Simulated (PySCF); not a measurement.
Work out the structure from these simulated measurements.

Formula: C4H10BClO2.

- 13C NMR: chemical shifts (computed TMS as zero) by class: 64.0 (2 C), 19.0 (2 C) ppm [GIAO B3LYP/pcSseg-1]
- Dipole: 2.54 D [B3LYP/def2-SVPD]
- 1H NMR: chemical shifts (computed TMS as zero) by class: 3.98 (4 H), 1.20 (6 H) ppm [GIAO B3LYP/pcSseg-1]
- NMR, other nuclei: isotropic shieldings of nuclei other than C and H, by class: 74 (1 B), 191 (2 O), 887 (1 Cl) ppm [GIAO B3LYP/pcSseg-1]
- UV, first state: lowest singlet excitation: 7.58 eV (164 nm, f = 0.004) [TDDFT B3LYP/def2-SVPD]
- UV, strongest line: among the 10 lowest singlet transitions: S6 at 8.18 eV (152 nm, f = 0.068) [TDDFT B3LYP/def2-SVPD]
- Rotational structure: rotational constants A, B, C: 2.123, 1.115, 0.817 GHz [PBE0-D3(BJ)/def2-SVP]

Electronic properties: PySCF, gas phase, density fitting. Levels stand in brackets. The structure is a single PBE0-D3(BJ)/def2-SVP conformer in the gas phase; no vibrational or solvent corrections. NMR classes are plain means over equivalent atoms (diastereotopic ones count apart unless rotation or inversion swaps them), as if these changed places fast.

Question: Give a SMILES that accounts for the data.

Answer: Numbering: `[CH3:1][CH2:2][O:3][B:4]([Cl:5])[O:6][CH2:7][CH3:8]`. 4 carbons fall into 2 classes; from least to most shielded: sp3 carbon bound to oxygen [C2/C7] (64.0 ppm, 2 C), methyl carbon [C1/C8] (19.0 ppm, 2 C). Hydrogen classes from least to most shielded: 4 H on 2 like atoms (sp3 carbon bound to oxygen), C2/C7 (3.98 ppm), 6 H on 2 methyl carbons, C1/C8 (1.20 ppm, a mean of values up to 0.6 ppm apart in this geometry). The other shieldings belong to: 74 ppm, three-coordinate boron [B4]; 191 ppm, boron-bound oxygen [O3/O6]; 887 ppm, chlorine bonded to B [Cl5]. The optimised geometry has point group C1 and is an asymmetric top. Structure: diethoxychloroborane (`CCOB(Cl)OCC`). The assignments are read from this structure; whether some other isomer fits the data as well wasn't checked.

Shape of the structure used: `[CH3:1][CH2:2][O:3][B:4]([Cl:5])[O:6][CH2:7][CH3:8]`: C1–C2–O3–B4 87°, C2–O3–B4–Cl5 2°, O3–B4–O6–C7 -1°, B4–O6–C7–C8 -85°.
